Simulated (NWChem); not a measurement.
System: C2H6N, doublet; SMILES C[N]C

The following NWChem deck was run.

```
start job
memory heap 200 mb stack 900 mb global 1100 mb
geometry units angstroms
  C      1.206553    -0.171409     0.071292
  N     -0.031003     0.205809    -0.469874
  C     -1.181623     0.005851     0.306542
  H      1.683351    -0.890721    -0.606843
  H      1.159571    -0.597721     1.084941
  H      1.869279     0.703421     0.079434
  H     -1.002564    -0.444920     1.294559
  H     -1.880911    -0.626156    -0.255767
  H     -1.694986     0.967986     0.430511
end
basis spherical
  * library def2-svp
end
dft
  odft
  mult 2
  xc pbe0
  iterations 150
end
driver
  maxiter 120
end
task dft optimize
task dft freq
```

The optimisation ended at a saddle point (imaginary frequency).

The level has its own optimisation; frequencies are unscaled.

### Question
Give the results of this calculation. (PBE0/def2-SVP, spin-unrestricted.) Quantities: r C–N (Å); r C–H (Å); highest harmonic frequency (cm⁻¹); lowest (cm⁻¹); zero-point energy (kcal/mol); dipole (D).

### Answer
```json
{
  "r C–N (Å)": "1.422",
  "r C–H (Å)": "1.108",
  "highest harmonic frequency (cm⁻¹)": "3066",
  "lowest (cm⁻¹)": "-124",
  "zero-point energy (kcal/mol)": "48.2",
  "dipole (D)": "1.40"
}
```
